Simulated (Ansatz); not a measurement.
C₂H₅BeCl (SMILES C[CH2][Be][Cl]), singlet, at a GFN2-xTB geometry (such geometries of metal compounds can be far from the true shape); Ansatz (a first-principles code) with CASSCF(4,4)/6-31G.

Input for Ansatz:
Ansatz 0.2 input:
```yaml
crystal:
  periodic: [false, false, false]
  atoms:
    - {symbol: Be, position_ang: [0.12765065, -0.09984559, 0.34434310]}
    - {symbol: Cl, position_ang: [0.95708575, 1.10302006, 1.32224610]}
    - {symbol: C, position_ang: [-0.69551870, -1.28786872, -0.63008787]}
    - {symbol: C, position_ang: [-1.17576514, -0.79066387, -2.00826618]}
    - {symbol: H, position_ang: [-1.57738813, -1.70105828, -0.13222087]}
    - {symbol: H, position_ang: [-0.08037000, -2.17130689, -0.82353021]}
    - {symbol: H, position_ang: [-0.34162349, -0.44846345, -2.61491222]}
    - {symbol: H, position_ang: [-1.87645592, 0.03366352, -1.90614059]}
    - {symbol: H, position_ang: [-1.67751973, -1.59359796, -2.54862785]}
basis:
  gaussian:
    orbitals: 6-31G
hamiltonian:
  xc: hf
magnetization: {spin_polarized: false}
correlation: {active_space: {window: {electrons: 4, orbitals: 4}}}
```

Q: Predict the main parts of the log of this Ansatz run.

A: 
```
Functional definition: HF
679 factors; integrals over basis functions are off by at most 1.8e-4 eV
mean field evaluation 1: about -15040.5508 eV, gradient 2.3e1 eV
mean field evaluation 2: about -15040.5475 eV, gradient 2.3e1 eV
mean field evaluation 4: about -15042.1792 eV, gradient 2.1e0 eV
mean field evaluation 8: about -15042.1950 eV, gradient 1.2e-2 eV
mean field -15042.19501262 eV, -552.7904707477 hartree, gradient 1.4e-6 eV, S^2 0.000000; 0 other end points of the search recorded, 0 dependent functions left out
reference -15042.19501262 eV, -552.7904707477 hartree; 19, 19 occupied and 31, 31 virtual orbitals, 679 factors
state -15043.10390139 eV, -552.8238717942 hartree
Total energy: -15043.10390139 eV, -552.8238717942 hartree
```
